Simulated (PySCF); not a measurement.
Computed XPS line lists of a few unrelated compounds.

Theory: delta-SCF UKS SCAN, pcX-2 on the ionised atom, pcseg-1 elsewhere, spin-free X2C in PySCF 2.14.0. Geometries: PBE0-D3(BJ)/def2-SVP; isolated species, one conformer each.

Line lists (1s up to Mg, 2p3/2 beyond; areas count atoms within a level, one atom standing for each set equivalent by bonding):
1. C 1s: 290.06 (area 2), 290.27 (area 2), 290.39 (area 2) eV
2. C 1s: 305.76 eV
3. N 1s: 404.98 eV; F 1s: 691.79 eV; Si 2p3/2: 107.91 eV

Structures:
A. `N[SiH](N)F`
B. `[CH3+]`
C. `C[C@H]1C[C@H](C)C1`

Match each list to its structure.

- 1 = C: no other candidate has these counts of sites. C 1s: 290.06 four-membered-ring carbon (×2), 290.27 four-membered-ring carbon (×2), 290.39 methyl carbon (×2).
- 2 = B: no other candidate has these counts of sites. C 1s: 305.76 formal carbocation centre.
- 3 = A: no other candidate has this set of levels. N 1s: 404.98 silicon-bound nitrogen (×2); F 1s: 691.79 silicon-bound fluorine; Si 2p3/2: 107.91 fluorine-bound silicon.

Spin–orbit and ligand-field terms were added within each 2p shell after the spin-free SCF.
